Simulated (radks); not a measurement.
All-electron atom: Er+ in [Xe] 4f9.5 6s2 6p1.5 (fractional occupations, a model configuration).

Calculated with a radial shooting solver on a logarithmic mesh with Libxc functionals: Dirac Kohn-Sham, PBEsol, spin-unpolarised, spherical densities, point nucleus; open shells are shared between the two j in proportion to 2j + 1.

Energy parts (eV):
total: -356308.04
kinetic: 393359.24
electron-nucleus: -879684.60
Hartree: 137457.60
exchange-correlation: -7440.28

Orbitals (lengths in bohr, moments of r in powers of bohr; <r^-3> diverges for s and p1/2; r(max) is where P^2 peaks; r(90%) holds 90 % of the orbital's charge):
[
 {"orbital": "1s1/2", "occ.": "2", "eigenvalue (eV)": "-57319.82", "<r^-3>": "-", "r(max)": "0.01286", "<1/r>": "77.56", "r(90%)": "0.0369"},
 {"orbital": "2s1/2", "occ.": "2", "eigenvalue (eV)": "-9653.939", "<r^-3>": "-", "r(max)": "0.07343", "<1/r>": "18.65", "r(90%)": "0.134"},
 {"orbital": "2p1/2", "occ.": "2", "eigenvalue (eV)": "-9196.696", "<r^-3>": "-", "r(max)": "0.05513", "<1/r>": "18.62", "r(90%)": "0.118"},
 {"orbital": "2p3/2", "occ.": "4", "eigenvalue (eV)": "-8280.500", "<r^-3>": "12180", "r(max)": "0.06135", "<1/r>": "16.15", "r(90%)": "0.128"},
 {"orbital": "3s1/2", "occ.": "2", "eigenvalue (eV)": "-2192.348", "<r^-3>": "-", "r(max)": "0.2075", "<1/r>": "6.823", "r(90%)": "0.331"},
 {"orbital": "3p1/2", "occ.": "2", "eigenvalue (eV)": "-1991.811", "<r^-3>": "-", "r(max)": "0.1951", "<1/r>": "6.739", "r(90%)": "0.323"},
 {"orbital": "3p3/2", "occ.": "4", "eigenvalue (eV)": "-1799.470", "<r^-3>": "2655", "r(max)": "0.2081", "<1/r>": "6.107", "r(90%)": "0.342"},
 {"orbital": "3d3/2", "occ.": "4", "eigenvalue (eV)": "-1456.429", "<r^-3>": "451.9", "r(max)": "0.1643", "<1/r>": "5.992", "r(90%)": "0.314"},
 {"orbital": "3d5/2", "occ.": "6", "eigenvalue (eV)": "-1414.404", "<r^-3>": "395.1", "r(max)": "0.1679", "<1/r>": "5.838", "r(90%)": "0.319"},
 {"orbital": "4s1/2", "occ.": "2", "eigenvalue (eV)": "-461.0261", "<r^-3>": "-", "r(max)": "0.4738", "<1/r>": "2.865", "r(90%)": "0.728"},
 {"orbital": "4p1/2", "occ.": "2", "eigenvalue (eV)": "-380.8178", "<r^-3>": "-", "r(max)": "0.4759", "<1/r>": "2.758", "r(90%)": "0.750"},
 {"orbital": "4p3/2", "occ.": "4", "eigenvalue (eV)": "-337.0323", "<r^-3>": "605.2", "r(max)": "0.5034", "<1/r>": "2.540", "r(90%)": "0.794"},
 {"orbital": "4d3/2", "occ.": "4", "eigenvalue (eV)": "-204.8637", "<r^-3>": "88.86", "r(max)": "0.5053", "<1/r>": "2.326", "r(90%)": "0.859"},
 {"orbital": "4d5/2", "occ.": "6", "eigenvalue (eV)": "-196.8312", "<r^-3>": "76.40", "r(max)": "0.5141", "<1/r>": "2.272", "r(90%)": "0.875"},
 {"orbital": "4f5/2", "occ.": "4.07143", "eigenvalue (eV)": "-36.5107", "<r^-3>": "12.49", "r(max)": "0.4958", "<1/r>": "1.794", "r(90%)": "1.19"},
 {"orbital": "4f7/2", "occ.": "5.42857", "eigenvalue (eV)": "-35.2487", "<r^-3>": "12.01", "r(max)": "0.5006", "<1/r>": "1.772", "r(90%)": "1.20"},
 {"orbital": "5s1/2", "occ.": "2", "eigenvalue (eV)": "-77.1532", "<r^-3>": "-", "r(max)": "1.086", "<1/r>": "1.121", "r(90%)": "1.71"},
 {"orbital": "5p1/2", "occ.": "2", "eigenvalue (eV)": "-53.7940", "<r^-3>": "-", "r(max)": "1.169", "<1/r>": "1.007", "r(90%)": "1.91"},
 {"orbital": "5p3/2", "occ.": "4", "eigenvalue (eV)": "-47.2218", "<r^-3>": "89.98", "r(max)": "1.244", "<1/r>": "0.9326", "r(90%)": "2.04"},
 {"orbital": "6s1/2", "occ.": "2", "eigenvalue (eV)": "-14.0464", "<r^-3>": "-", "r(max)": "2.721", "<1/r>": "0.4202", "r(90%)": "4.34"},
 {"orbital": "6p1/2", "occ.": "0.5", "eigenvalue (eV)": "-9.2674", "<r^-3>": "-", "r(max)": "3.196", "<1/r>": "0.3513", "r(90%)": "5.19"},
 {"orbital": "6p3/2", "occ.": "1", "eigenvalue (eV)": "-8.4721", "<r^-3>": "11.06", "r(max)": "3.388", "<1/r>": "0.3311", "r(90%)": "5.48"}
]

The highest occupied level is 6p3/2 at -8.472 eV. The density falls to 0.001 e/bohr^3 at r = 5.06 bohr.
